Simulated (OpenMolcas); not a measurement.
## Multiplet structure of W+

```
Program             : OpenMolcas 26.06
Method              : MS-CASPT2, IPEA 0.25 Eh, imaginary shift 0.1 Eh (closed shells correlated: 5s 5p)
Basis               : ANO-RCC-VTZP [8s7p5d3f2g1h]
Scalar Hamiltonian  : DKH2, point nucleus
Active space        : 5 electrons in 6 orbitals (5d 6s)
State averaging     : 2S+1 = 6 even, 6 roots; 2S+1 = 4 even, 81 roots kept (CI in the orbitals of an earlier block); 2S+1 = 2 even, 125 roots kept (CI in the orbitals of an earlier block, 113 in the spin-orbit step)
Spin-orbit coupling : state interaction with AMFI integrals over the reference wave functions, term energies averaged over their components
```

Spin-free terms above the lowest, with the occupations of the reference:

```json
{"Configuration": "5d⁴ 6s", "Term": "⁶D", "E (cm⁻¹)": "0.0", "Occupations": "5d 4.00 6s 1.00"}
{"Configuration": "5d⁵", "Term": "⁶S", "E (cm⁻¹)": "4400", "Occupations": "5d 5.00"}
{"Configuration": "5d⁴ 6s", "Term": "⁴P(1)", "E (cm⁻¹)": "8060", "Occupations": "5d 4.00 6s 1.00"}
{"Configuration": "5d⁴ 6s", "Term": "⁴F(1)", "E (cm⁻¹)": "9960", "Occupations": "5d 3.69 6s 1.31"}
{"Configuration": "5d⁴ 6s", "Term": "⁴D(1)", "E (cm⁻¹)": "12410", "Occupations": "5d 4.28 6s 0.72"}
{"Configuration": "5d⁴ 6s", "Term": "⁴G", "E (cm⁻¹)": "15270", "Occupations": "5d 4.31 6s 0.69"}
{"Configuration": "5d⁴ 6s", "Term": "⁴H", "E (cm⁻¹)": "15710", "Occupations": "5d 4.00 6s 1.00"}
{"Configuration": "5d⁴ 6s", "Term": "²D(1)", "E (cm⁻¹)": "16110", "Occupations": "5d 3.94 6s 1.06"}
{"Configuration": "5d⁴ 6s", "Term": "²F(1)", "E (cm⁻¹)": "18160", "Occupations": "5d 4.13 6s 0.87"}
{"Configuration": "5d⁴ 6s", "Term": "⁴F(2)", "E (cm⁻¹)": "18830", "Occupations": "5d 3.52 6s 1.48"}
{"Configuration": "5d⁴ 6s", "Term": "²G(1)", "E (cm⁻¹)": "19210", "Occupations": "5d 3.67 6s 1.33"}
{"Configuration": "5d⁴ 6s", "Term": "²P", "E (cm⁻¹)": "19860", "Occupations": "5d 3.67 6s 1.33"}
{"Configuration": "5d⁴ 6s", "Term": "⁴D(2)", "E (cm⁻¹)": "20140", "Occupations": "5d 4.06 6s 0.94"}
{"Configuration": "5d⁴ 6s", "Term": "²H(1)", "E (cm⁻¹)": "21580", "Occupations": "5d 3.90 6s 1.10"}
{"Configuration": "5d⁴ 6s", "Term": "⁴P(2)", "E (cm⁻¹)": "23750", "Occupations": "5d 4.33 6s 0.67"}
```

With spin-orbit coupling, above the lowest level:

| Configuration | Term | J | E (cm⁻¹) | Measured (cm⁻¹) | g | Term weight % | Second |
| --- | --- | --- | --- | --- | --- | --- | --- |
| 5d⁴ 6s | ⁶D | 1/2 | 0.0 | 0.0 | 3.196 | 81 | 14 ⁴P(1) |
| 5d⁴ 6s | ⁶D | 3/2 | 1562 | 1519 | 1.850 | 90 | 7 ⁴P(1) |
| 5d⁴ 6s | ⁶D | 5/2 | 3280 | 3172 | 1.646 | 95 |  |
| 5d⁴ 6s | ⁶D | 7/2 | 4800 | 4716 | 1.568 | 93 | 4 ⁴F(1) |
| 5d⁴ 6s | ⁶D | 9/2 | 6150 | 6147 | 1.525 | 87 | 10 ⁴F(1) |
| 5d⁵ | ⁶S | 5/2 | 7950 | 7420 | 1.918 | 81 | 13 5d⁴ 6s ⁴P(1) |
| 5d⁴ 6s | ⁴P(1) | 1/2 | 9700 |  | 2.380 | 64 | 16 ⁶D |
| 5d⁴ 6s | ⁴P(1) | 3/2 | 11050 |  | 1.328 | 52 | 21 ⁴F(1) |
| 5d⁴ 6s | ⁴F(1) | 3/2 | 12300 |  | 0.752 | 66 | 21 ⁴P(1) |
| 5d⁴ 6s | ⁴F(1) | 5/2 | 13110 |  | 1.132 | 73 | 10 ⁴D(1) |
| 5d⁴ 6s | ⁴D(1) | 1/2 | 14250 |  | 0.474 | 69 | 13 ⁴P(1) |
| 5d⁴ 6s | ⁴F(1) | 7/2 | 14530 |  | 1.207 | 70 | 8 ⁴D(1) |
| 5d⁴ 6s | ⁴P(1) | 5/2 | 14830 |  | 1.484 | 49 | 18 ⁴D(1) |
| 5d⁴ 6s | ⁴F(1) | 9/2 | 15960 |  | 1.283 | 59 | 10 ⁶D |
| 5d⁴ 6s | ⁴D(1) | 3/2 | 16120 |  | 1.222 | 72 | 14 ⁴P(1) |
| 5d⁴ 6s | ⁴D(1) | 5/2 | 16510 |  | 1.157 | 31 | 26 ²D(1) |
| 5d⁴ 6s | ⁴H | 7/2 | 17250 |  | 0.853 | 53 | 15 ⁴F(1) |
| 5d⁴ 6s | ⁴G | 5/2 | 18060 |  | 0.895 | 53 | 18 ⁴D(1) |
| 5d⁴ 6s | ⁴D(1) | 7/2 | 18140 |  | 1.236 | 48 | 21 ⁴G |
| 5d⁴ 6s | ⁴H | 9/2 | 18500 |  | 1.114 | 47 | 25 ⁴G |
| 5d⁴ 6s | ⁴H | 11/2 | 19340 |  | 1.192 | 55 | 43 ⁴G |
| 5d⁴ 6s | ⁴G | 7/2 | 19620 |  | 1.109 | 36 | 27 ⁴D(1) |
| 5d⁴ 6s | ⁴F(2) | 3/2 | 20890 |  | 0.620 | 56 | 19 ²D(1) |
| 5d⁴ 6s | ²P | 1/2 | 20900 |  | 0.566 | 52 | 20 ⁴D(1) |
| 5d⁴ 6s | ⁴G | 9/2 | 21240 |  | 1.109 | 52 | 20 ²G(1) |
| 5d⁴ 6s | ⁴H | 13/2 | 21490 |  | 1.218 | 91 | 8 ²I |
| 5d⁴ 6s | ²F(1) | 5/2 | 21630 |  | 0.887 | 64 | 11 ⁴G |
| 5d⁴ 6s | ²D(1) | 3/2 | 21920 |  | 0.787 | 42 | 33 ⁴F(2) |
| 5d⁴ 6s | ²D(1) | 5/2 | 22010 |  | 1.209 | 53 | 14 ⁴F(2) |
| 5d⁴ 6s | ²F(1) | 7/2 | 22170 |  | 1.108 | 24 | 21 ⁴D(2) |
| 5d⁴ 6s | ⁴G | 11/2 | 22870 |  | 1.208 | 52 | 39 ⁴H |
| 5d⁴ 6s | ⁴F(2) | 5/2 | 23020 |  | 1.026 | 71 | 9 ⁴G |
| 5d⁴ 6s | ²G(1) | 9/2 | 23350 |  | 1.112 | 27 | 24 ⁴F(2) |
| 5d⁴ 6s | ⁴F(2) | 7/2 | 24190 |  | 1.159 | 52 | 16 ²G(1) |
| 5d⁴ 6s | ⁴D(2) | 3/2 | 24730 |  | 1.224 | 60 | 13 ²P |
| 5d⁴ 6s | ²H(1) | 9/2 | 25350 |  | 1.028 | 51 | 20 ²G(1) |
| 5d⁴ 6s | ⁴D(2) | 7/2 | 25560 |  | 1.149 | 35 | 26 ²G(1) |
| 5d⁴ 6s | ⁴D(2) | 5/2 | 26130 |  | 1.290 | 81 | 7 5d⁵ ⁴G |
| 5d⁴ 6s | ²H(1) | 11/2 | 26150 |  | 1.091 | 72 | 12 5d⁵ ⁴G |
| 5d⁴ 6s | ⁴P(2) | 1/2 | 26210 |  | 2.182 | 44 | 27 ²S |

Against the 5 measured excited levels shown (NIST Handbook of Basic Atomic Spectroscopic Data) the mean absolute deviation is 150 cm-1; the largest miss in energy is 5d⁵ ⁶S_5/2: computed 7950, measured 7420 cm⁻¹ (+7.1 %).

Spin-orbit coupling puts the lowest level 5502 cm⁻¹ below the lowest spin-free term.

For ⁶D the intervals divided by the larger J are 1041.3, 685.3, 435.0, 300.7 cm-1. Landé's interval rule makes them equal in pure LS coupling; they differ by 120 % of their mean. The multiplet is regular.

CASPT2 breaks the degeneracy within a term, and the mean is taken; among the terms shown or strongly mixed into the levels shown the widest spread is 590 cm-1 (5d⁴ 6s ²H(1)). Blocks of more than 70 roots (2S+1 = 4 even, 2 even) ran without multistate coupling. Some high roots are left out of the spin-orbit mixing, which shifts the levels that they would mix with. Terms from blocks run as CI alone lack orbitals of their own. Configurations are named by rounded mean occupations; where the s occupation lies near a half they are strongly mixed, a name can repeat and a true partner stay unpaired. A single d shell beside an s shell can misplace configurations of different d count against each other. Measured partners are found by configuration, term and J. A level has none where our copy of the source lacks it or the pairing is in doubt (some pairs that miss far off the trend of their configuration count as doubtful), and it then counts in no deviation. Levels of configurations outside the active space are missing. The first state left out of the spin-orbit step lies near 43000 cm-1 above the lowest spin-free state of the reference (among the parities and spins computed), and the list stops at four fifths of that energy or lower. The table shows the lowest 40 of 63 levels.

The term weight is that of the spin-free term in the level, not the purity of its configuration. A number in round brackets counts repeated terms of one configuration in the order of the reference energies.
